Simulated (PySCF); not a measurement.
C5H8ClO2 (doublet state).
SMILES with atom numbers: `[CH2:1][C@@H:2]([Cl:3])[C@@H:4]1[CH2:5][O:6][CH2:7][O:8]1` (hydrogens: H9, H10 on C1; H11 on C2; H12 on C4; H13, H14 on C5; H15, H16 on C7)

Structure used (GFN2-xTB), in Å, numbered top down from 1:
```xyz
16
C5H8ClO2 angstrom
C     -2.2628    0.8000    0.3261
C     -1.2691   -0.2068    0.5190
Cl    -2.0479   -1.8736    0.0130
C     -0.0267   -0.0724   -0.3649
C      1.0482   -1.1237   -0.0419
O      1.8181   -0.4826    0.9498
C      1.8492    0.8542    0.5687
O      0.6191    1.1534   -0.0573
H     -2.3943    1.2490   -0.6402
H     -2.9759    1.0207    1.0972
H     -1.0046   -0.3824    1.5620
H     -0.3191   -0.0696   -1.4197
H      0.6515   -2.0489    0.3696
H      1.6565   -1.3352   -0.9316
H      2.6683    1.0470   -0.1505
H      1.9820    1.4797    1.4568
```

The hyperfine couplings belong to this conformer and change with its torsions.

Level of theory: UKS B3LYP, pcH-1 on C Cl H O, non-relativistic, mean-field spin-orbit, GIAO (PySCF). The structure is a single GFN2-xTB conformer in the gas phase; no vibrational or solvent corrections. The geometry wasn't refined by DFT: couplings that depend on bond lengths, twists or pyramidal angles can differ widely from those at the functional's own minimum. Stability of the SCF solution: not tested.

Problem. Where do the isotropic ENDOR lines of C1, C2, C4, H10, H9, H11, H14, H12, H13 and Cl3 fall at 347.9 mT, to first order?

Solution. ν± = |νn ± a/2|, one line for each electron-spin manifold; νn = |g_N| × 7.62259 MHz/T × B.

```json
{"nuclei": "C1", "isotope": "13C", "g_N": "1.4048", "νn (MHz)": "3.73", "a_iso (MHz)": "82.09", "lower line (MHz)": "37.32", "upper line (MHz)": "44.77"}
{"nuclei": "C2", "isotope": "13C", "g_N": "1.4048", "νn (MHz)": "3.73", "a_iso (MHz)": "-9.43", "lower line (MHz)": "0.99", "upper line (MHz)": "8.44"}
{"nuclei": "C4", "isotope": "13C", "g_N": "1.4048", "νn (MHz)": "3.73", "a_iso (MHz)": "5.36", "lower line (MHz)": "1.04", "upper line (MHz)": "6.41"}
{"nuclei": "H10", "isotope": "1H", "g_N": "5.5857", "νn (MHz)": "14.81", "a_iso (MHz)": "-58.43", "lower line (MHz)": "14.40", "upper line (MHz)": "44.03"}
{"nuclei": "H9", "isotope": "1H", "g_N": "5.5857", "νn (MHz)": "14.81", "a_iso (MHz)": "-58.09", "lower line (MHz)": "14.23", "upper line (MHz)": "43.86"}
{"nuclei": "H11", "isotope": "1H", "g_N": "5.5857", "νn (MHz)": "14.81", "a_iso (MHz)": "18.98", "lower line (MHz)": "5.32", "upper line (MHz)": "24.30"}
{"nuclei": "H14", "isotope": "1H", "g_N": "5.5857", "νn (MHz)": "14.81", "a_iso (MHz)": "2.44", "lower line (MHz)": "13.59", "upper line (MHz)": "16.03"}
{"nuclei": "H12", "isotope": "1H", "g_N": "5.5857", "νn (MHz)": "14.81", "a_iso (MHz)": "-1.22", "lower line (MHz)": "14.20", "upper line (MHz)": "15.42"}
{"nuclei": "H13", "isotope": "1H", "g_N": "5.5857", "νn (MHz)": "14.81", "a_iso (MHz)": "0.86", "lower line (MHz)": "14.38", "upper line (MHz)": "15.24"}
{"nuclei": "Cl3", "isotope": "35Cl", "g_N": "0.5479", "νn (MHz)": "1.45", "a_iso (MHz)": "55.01", "lower line (MHz)": "26.05", "upper line (MHz)": "28.96"}
```

The rows for 13C, of low natural abundance, apply to labelled samples.

Problem. Which pairs are centred on the nuclear Larmor frequency, and which on half the coupling?

Solution. Centred on νn, since |a| < 2νn: C4, H11, H14, H12 and H13. Centred on |a|/2 and split by 2νn: C1, C2, H10, H9 and Cl3.

Problem. At what field would the lower line of H10 fall to zero frequency?

Solution. Where νn = |a|/2, that is B = 29.22 MHz/(5.5857 × 7.62259 MHz/T) = 686 mT, as far as first order holds there.

H9 and H10 aren't averaged: C1 is flat or nearly so (angle sum 359°), and its turn about the short C1–C2 bond (1.43 Å) is taken as slow.

Main isotope only: 35Cl (natural samples also hold 24 % 37Cl, magnetic too, which adds its own pattern).

The largest Mulliken spin populations are on C1 (+0.97), Cl3 (+0.17) and C2 (-0.07). The angles at C1 add up to 359.4°, so it is planar; its axial dipolar tensor and the negative couplings of its protons fit spin in a p orbital normal to that plane.
